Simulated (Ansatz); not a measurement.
Computed with Ansatz.

F$_{2}$HSSn (`[F][Sn]([F])[SH]`) radical at its PBE0-D4/def2-TZVP geometry, where that method's forces vanish. Charge 0, multiplicity 2. Sn takes the def2 core potential.

```tsv
atom	x (Å)	y (Å)	z (Å)
F1	-1.657	-0.487	-1.507
Sn2	-0.082	0.350	-0.800
F3	-0.786	1.745	0.321
S4	0.969	-1.294	0.636
H5	1.555	-0.315	1.349
```

**Question.** For each bond, give half the difference of the two atoms' forces along it (eV/Å; positive pushes the atoms apart) under PBE-D4, r2SCAN-D4, B3LYP-D4, ωB97M-V in def2-TZVPP. (Estimate.)

**Answer.** The calculation gave: 
```json
{"bond": "F1–Sn2", "length (Å)": "1.919", "PBE-D4": "0.57", "r2SCAN-D4": "0.10", "B3LYP-D4": "0.31", "ωB97M-V": "0.02"}
{"bond": "Sn2–F3", "length (Å)": "1.923", "PBE-D4": "0.55", "r2SCAN-D4": "0.10", "B3LYP-D4": "0.31", "ωB97M-V": "0.01"}
{"bond": "Sn2–S4", "length (Å)": "2.423", "PBE-D4": "0.19", "r2SCAN-D4": "0.08", "B3LYP-D4": "0.27", "ωB97M-V": "-0.12"}
{"bond": "S4–H5", "length (Å)": "1.346", "PBE-D4": "0.25", "r2SCAN-D4": "0.00", "B3LYP-D4": "-0.02", "ωB97M-V": "-0.09"}
```

B3LYP here is the variant with VWN-RPA as its local correlation; programs differ in this.
